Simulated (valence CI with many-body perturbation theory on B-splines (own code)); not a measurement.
# Pb58+: calculated level list

Computed by relativistic CI+MBPT: six valence electrons over a frozen Dirac-Fock core [Ar], radial functions for each j: 7 s, 7 p, 8 d, 6 f, 4 g, 1 h, with the one-electron correlation potential Σ1 (screened to all orders), the two-electron term Σ2, the three-electron term Σ3, Breit, model QED; selected single and double excitations, second order for the rest, scaled by the run's own slope (own B-spline code, finite nucleus).

No measured spectrum was set against this ion. As an estimate, large intervals hold to a few tenths of a per cent, small ones and those within an open d or f shell to about a per cent. Core correlation moves these levels by up to 18000 cm⁻¹, and in measured spectra 5 to 20 % of such shifts remained as error; rates that hang on mixing are uncertain with them. Among the levels kept, up to 1100 cm⁻¹ of a level comes from second order outside the variational space, and about a tenth of that is noise between levels of different J, which matters for small intervals. The list stops below the first excitations out of the core. Only levels of the ground parity were solved; by the run's estimate the other parity begins above the list, which can be wrong where configurations are misplaced.

Levels 1 to 28 of 28, with energies above the lowest level, (3d3/2^4 3d5/2^2) J=4. "Leading %" is the weight of the configuration and term that name the level; weights of strongly mixed levels are sums over their largest components and can fall short, and the name can then belong to a minority configuration. In the jj column 3d3/2^4 stands for four electrons in 3d with j = 3/2.

| No. | Configuration | Term | J | E (eV) | Leading % | g | Leading jj | Second component |
| --- | --- | --- | --- | --- | --- | --- | --- | --- |
| 1 | 3d6 | 3F | 4 | 0.00 | 42 | 1.219 | 3d3/2^4 3d5/2^2 (99 %) | 26 % 3d6 5D |
| 2 | 3d6 | 3P | 2 | 9.28 | 38 | 1.239 | 3d3/2^4 3d5/2^2 (99 %) | 22 % 3d6 3D |
| 3 | 3d6 | 3P | 0 | 31.40 | 57 |  | 3d3/2^4 3d5/2^2 (96 %) | 31 % 3d6 1S |
| 4 | 3d6 | 5D | 3 | 106.71 | 57 | 1.317 | 3d3/2^3 3d5/2^3 (99 %) | 28 % 3d6 3F |
| 5 | 3d6 | 5D | 4 | 107.44 | 46 | 1.178 | 3d3/2^3 3d5/2^3 (99 %) | 23 % 3d6 3H |
| 6 | 3d6 | 5D | 1 | 112.52 | 43 | 1.237 | 3d3/2^3 3d5/2^3 (99 %) | 32 % 3d6 3P |
| 7 | 3d6 | 3H | 6 | 115.85 | 64 | 1.093 | 3d3/2^3 3d5/2^3 (100 %) | 36 % 3d6 1I |
| 8 | 3d6 | 3G | 5 | 116.16 | 62 | 1.122 | 3d3/2^3 3d5/2^3 (100 %) | 38 % 3d6 3H |
| 9 | 3d6 | 3F | 2 | 124.67 | 47 | 0.991 | 3d3/2^3 3d5/2^3 (99 %) | 25 % 3d6 3P |
| 10 | 3d6 | 3D | 3 | 126.35 | 34 | 1.063 | 3d3/2^3 3d5/2^3 (99 %) | 25 % 3d6 3G |
| 11 | 3d6 | 3P | 0 | 136.31 | 60 |  | 3d3/2^3 3d5/2^3 (95 %) | 34 % 3d6 1S |
| 12 | 3d6 | 1G | 4 | 142.41 | 47 | 1.046 | 3d3/2^3 3d5/2^3 (98 %) | 24 % 3d6 3F |
| 13 | 3d6 | 3P | 1 | 143.77 | 71 | 1.246 | 3d3/2^3 3d5/2^3 (99 %) | 24 % 3d6 3D |
| 14 | 3d6 | 3D | 2 | 144.13 | 28 | 1.111 | 3d3/2^3 3d5/2^3 (96 %) | 25 % 3d6 1D |
| 15 | 3d6 | 3F | 3 | 144.94 | 58 | 1.052 | 3d3/2^3 3d5/2^3 (100 %) | 37 % 3d6 1F |
| 16 | 3d6 | 5D | 2 | 219.28 | 66 | 1.420 | 3d3/2^2 3d5/2^4 (99 %) | 22 % 3d6 3P |
| 17 | 3d6 | 5D | 0 | 222.50 | 66 |  | 3d3/2^2 3d5/2^4 (99 %) | 32 % 3d6 1S |
| 18 | 3d6 | 3H | 4 | 225.45 | 42 | 1.097 | 3d3/2^2 3d5/2^4 (99 %) | 34 % 3d6 3F |
| 19 | 3d6 | 5D | 3 | 229.12 | 35 | 1.198 | 3d3/2^2 3d5/2^4 (98 %) | 19 % 3d6 3D |
| 20 | 3d6 | 3H | 5 | 230.11 | 62 | 1.082 | 3d3/2^2 3d5/2^4 (100 %) | 38 % 3d6 3G |
| 21 | 3d6 | 1I | 6 | 233.39 | 64 | 1.045 | 3d3/2^2 3d5/2^4 (100 %) | 36 % 3d6 3H |
| 22 | 3d6 | 3F | 3 | 238.45 | 42 | 0.975 | 3d3/2^2 3d5/2^4 (99 %) | 38 % 3d6 3G |
| 23 | 3d6 | 3D | 1 | 240.56 | 51 | 0.975 | 3d3/2^2 3d5/2^4 (98 %) | 39 % 3d6 3P |
| 24 | 3d6 | 1G | 4 | 242.42 | 49 | 1.035 | 3d3/2^2 3d5/2^4 (99 %) | 36 % 3d6 3G |
| 25 | 3d6 | 3F | 2 | 244.47 | 35 | 1.043 | 3d3/2^2 3d5/2^4 (98 %) | 31 % 3d6 3P |
| 26 | 3d6 | 3F | 2 | 258.17 | 65 | 0.888 | 3d3/2^2 3d5/2^4 (99 %) | 21 % 3d6 3P |
| 27 | 3d6 | 3F | 4 | 263.58 | 62 | 1.149 | 3d3/2^2 3d5/2^4 (99 %) | 33 % 3d6 1G |
| 28 | 3d6 | 1D | 2 | 283.22 | 75 | 1.026 | 3d3/2^2 3d5/2^4 (98 %) | 11 % 3d6 3P |

The ionisation energy to 3d5 2D_5/2 of the next ion comes out as 6014.4 eV (NIST: 6015 ± 6 eV (theoretical)). All 28 levels together are meant to be complete up to 295.74 eV.
